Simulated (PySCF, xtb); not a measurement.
C₂H₅Se, SMILES CC[Se], multiplicity 2. Atoms are numbered in the order given.

```xyz
8

C     -0.3797     2.1128     0.0000
C      0.6582     0.9994     0.0000
Se    -0.0698    -0.8231     0.0000
H     -1.0267     2.0542    -0.8885
H      0.1133     3.1004     0.0000
H     -1.0267     2.0542     0.8885
H      1.3216     1.0515    -0.8800
H      1.3216     1.0515     0.8800
```
Charge 0, spin multiplicity 2.

Geometry optimised at B3LYP-D3(BJ)/def2-SVP. The isomer is the one that the SMILES or the coordinates give; other isomers of the formula were not compared.

Computed with IEF-PCM-B3LYP/def2-SVP in PySCF.

The values are the electrostatic part of the solvation free energy, E(continuum) − E(gas) at the gas-phase geometry, in a cavity of scaled van der Waals radii (PySCF's table); cavitation and dispersion terms are not included. The dipole moment in vacuum is 1.48 D.

```
solvent         ε  ΔG(elec) (kcal/mol)  dipole (D)
----------  -----  -------------------  ----------
water       78.36                 -2.1        2.01
benzene      2.27                 -0.9        1.71
chloroform   4.71                 -1.5        1.85
```

For comparison, GFN2-xTB/ALPB(water) (xtb, at the GFN2-xTB geometry, all terms of that model) gives -0.5 kcal/mol.
